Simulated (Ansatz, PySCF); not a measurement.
The pair A = H2O (SMILES O) (first 3 atoms), B = CHN (SMILES C#N); geometry from B3LYP-D3(BJ)/def2-TZVP.
(charge 0, multiplicity 1):
```xyz
6

O     -0.14302     0.06523    -0.65726
H      0.79134    -0.06066    -0.84780
H     -0.20066     0.07223     0.30791
C     -0.27947     0.07920     3.55475
N     -0.13932     0.06158     2.41914
H     -0.41119     0.09573     4.61362
```

Programs: Ansatz (Gaussian orbitals); PySCF for the dispersion terms. Each number belongs to the level named beside it.

The monomers are drawn apart, rigid, along the line of their centres of mass. Counterpoise-corrected interaction energies (kcal/mol):

| level | R = 4.466 Å | R = 5.311 Å |
|---|---|---|
| PBE/def2-TZVPPD | -2.1742 | -1.0683 |
| PBE-D3(BJ)/def2-TZVPPD | -2.3823 | -1.1488 |
| wB97M-V/def2-TZVPPD | -2.2223 | -1.1267 |

Q: R is the distance of the centres of mass. Find the local exponent m of E ∝ R⁻ᵐ between the two points.

A: 
m = ln(E₁/E₂)/ln(R₂/R₁): PBE/def2-TZVPPD 4.1; PBE-D3(BJ)/def2-TZVPPD 4.2; wB97M-V/def2-TZVPPD 3.9. For scale, two fixed dipoles give m = 3, dipole and quadrupole 4, quadrupoles 5, and dispersion or dipole-induced dipole 6 at long range; at these distances several terms mix, and what is left of overlap and damping shifts m, so it need not match one of them.

Ansatz is an electronic-structure program.
